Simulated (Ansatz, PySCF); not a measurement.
C4H9 (SMILES [CH2-]CCC), charge -1, singlet, at a GFN2-xTB geometry. Base run: CASSCF(4,4)/6-31G (PySCF).

Input for PySCF:
```python
from pyscf import gto, scf, mcscf
import numpy

mol = gto.Mole()
mol.atom = '''
    C     0.829510    1.915796   -0.015732
    C     0.742410    0.401183   -0.007432
    C    -0.678388   -0.249852    0.006200
    C    -0.659896   -1.778116    0.013801
    H    -1.670383   -2.200601    0.023291
    H     0.231848    2.281219    0.875870
    H     0.218913    2.272219   -0.902196
    H    -0.130482   -2.145303    0.893931
    H    -0.143316   -2.154232   -0.870177
    H     1.262612   -0.001503   -0.894548
    H     1.275493    0.007459    0.876054
    H    -1.229672    0.098869   -0.874319
    H    -1.216828    0.107805    0.891071
'''
mol.basis = '6-31g'
mol.charge = -1
mol.spin = 0
mol.verbose = 4
mol.build()

mf = scf.RHF(mol)
mf.kernel()
mc = mcscf.CASSCF(mf, 4, 4)
mc.fix_spin_(ss=0.0)
mc.kernel()
occ = numpy.linalg.eigvalsh(mc.fcisolver.make_rdm1(mc.ci, mc.ncas, mc.nelecas))[::-1]
ss = mc.fcisolver.spin_square(mc.ci, mc.ncas, mc.nelecas)[0]
print('natural occupations', occ.round(4), ' <S^2>', round(ss, 4))
```

Programs used: Ansatz (a first-principles code), PySCF; a row that names a program was run with it.

Each row names what was changed in the base input (with any setting that the change needs).

```json
[
 {"change": "base", "ΔE vs base (kcal/mol)": "0.000", "natural occupations": "1.98 1.98 0.02 0.02", "<S^2> of the state": "0.00"},
 {"change": "code = ansatz; correction = SC-NEVPT2, all electrons", "ΔE vs base (kcal/mol)": "-220.3", "natural occupations": "-", "<S^2> of the state": "-"},
 {"change": "conv_tol = 1e-5", "ΔE vs base (kcal/mol)": "17.41", "natural occupations": "2.00 2.00 0.00 0.00", "<S^2> of the state": "0.00"},
 {"change": "active space = 6 electrons, 4 orbitals", "ΔE vs base (kcal/mol)": "8.28", "natural occupations": "2.00 2.00 1.98 0.02", "<S^2> of the state": "0.00"},
 {"change": "correction = SC-NEVPT2", "ΔE vs base (kcal/mol)": "-220.3", "natural occupations": "1.98 1.98 0.02 0.02", "<S^2> of the state": "0.00"},
 {"change": "fix_spin_ = off", "ΔE vs base (kcal/mol)": "0.000", "natural occupations": "1.98 1.98 0.02 0.02", "<S^2> of the state": "0.00"},
 {"change": "solver = newton", "ΔE vs base (kcal/mol)": "0.000", "natural occupations": "1.98 1.98 0.02 0.02", "<S^2> of the state": "0.00"},
 {"change": "state_average = 2 states", "ΔE vs base (kcal/mol)": "16.23", "natural occupations": "-", "<S^2> of the state": "-"},
 {"change": "active space = 6 electrons, 8 orbitals", "ΔE vs base (kcal/mol)": "-26.20", "natural occupations": "1.98 1.98 1.97 0.02 0.02 0.02 0.00 0.00", "<S^2> of the state": "0.00"},
 {"change": "code = ansatz", "ΔE vs base (kcal/mol)": "-4.08", "natural occupations": "-", "<S^2> of the state": "-"},
 {"change": "orbitals = fixed (CASCI)", "ΔE vs base (kcal/mol)": "17.41", "natural occupations": "2.00 2.00 0.00 0.00", "<S^2> of the state": "0.00"}
]
```

Active orbitals are taken around the Fermi level unless the row says otherwise; CASSCF can end in different local minima, and two programs can end on different orbitals. State-averaged rows give the lowest state.
